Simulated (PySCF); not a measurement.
Job file and geometry (Å, from PBE0-D3(BJ)/def2-SVP) of an NMR shielding run on Ag(PH3)Cl (SMILES [PH3]->[Ag][Cl]), GIAO PBE0/pcSseg-1 Ag:def2-TZVP NMR shielding, core potentials past Kr, else non-relativistic, gas phase (PySCF); density fitting, a coarse starting grid and PySCF grid level 2 are the driver's defaults:

```
{"job": {"kind": "nmr", "xc": "PBE0", "basis": {"default": "pcSseg-1", "Ag": "def2-TZVP"}}, "charge": 0, "multiplicity": 1}
Ag    -0.002665     0.001001    -1.524463
P     -0.002047    -0.000172     0.819598
H     -1.217972    -0.230859     1.509762
H      0.409268     1.169629     1.505546
H      0.808462    -0.940009     1.503610
Cl     0.004944     0.000410    -3.814063
```

Q: Write the output of this run.

A: 
```
coarse grid: 28352 points
cycle   1  E = -948.1817767990  dE = -8.980e+00  |g| = 3.348e+00  |ddm| = 6.077e+00
cycle   2  E = -921.4304199172  dE =  2.675e+01  |g| = 6.911e+00  |ddm| = 2.397e+01
cycle   3  E = -948.6204455880  dE = -2.719e+01  |g| = 2.347e+00  |ddm| = 2.402e+01
cycle   4  E = -949.8860953332  dE = -1.266e+00  |g| = 1.081e+00  |ddm| = 3.797e+00
cycle   5  E = -950.0715088762  dE = -1.854e-01  |g| = 2.732e-01  |ddm| = 1.262e+00
cycle   6  E = -950.0839512641  dE = -1.244e-02  |g| = 2.574e-02  |ddm| = 2.845e-01
cycle   7  E = -950.0840841617  dE = -1.329e-04  |g| = 6.451e-03  |ddm| = 3.320e-02
cycle   8  E = -950.0840922052  dE = -8.044e-06  |g| = 1.814e-03  |ddm| = 6.939e-03
final grid: 54232 points
cycle   9  E = -950.0841318485  dE =  4.665e-07  |g| = 2.532e-03  |ddm| = 2.991e-03
cycle  10  E = -950.0841302373  dE =  1.611e-06  |g| = 4.165e-03  |ddm| = 4.133e-03
cycle  11  E = -950.0841327814  dE = -2.544e-06  |g| = 2.448e-04  |ddm| = 2.686e-03
cycle  12  E = -950.0841327922  dE = -1.080e-08  |g| = 3.914e-05  |ddm| = 2.682e-04
cycle  13  E = -950.0841327926  dE = -3.465e-10  |g| = 4.099e-06  |ddm| = 4.870e-05
converged SCF energy = -950.0841327926

GIAO shielding tensors (ppm)
atom      isotropic    diamagn.    paramagn.     s11        s22        s33       span
  0 Ag         nan         nan         nan        nan        nan        nan        nan
  1 P      544.143     966.539    -422.396    532.470    549.854    550.104     17.633
  2 H       27.824      27.603       0.221     22.505     24.051     36.915     14.410
  3 H       27.821      27.608       0.213     22.495     24.060     36.907     14.412
  4 H       27.820      27.609       0.211     22.494     24.063     36.905     14.411
  5 Cl    1002.933    1147.567    -144.635    936.633    936.861   1135.304    198.671
```

Q: Turn these shieldings into chemical shifts. References, each an isolated molecule treated in the same way: 31P (310.13 ppm) against H3PO4; TMS for 1H (31.27 ppm); HCl for 35Cl (943.27 ppm).

A: Averaging equivalent atoms: P 1: -234.0; H 2/3/4: 3.45; Cl 5: -60 ppm. No reference was computed at this level for Ag. Experimental scales use liquid or dissolved standards, which lie at an offset from isolated H3PO4.

Ag is described by an effective core potential, so it has no shielding of its own here; spin–orbit effects on the atoms bonded to it, which can be large, are absent, and the values of these neighbours are rough.

Size and cost of the density-fitted run: 103 basis functions, 5.3 s wall time on 1 thread of an Arm Neoverse V2, shared host.
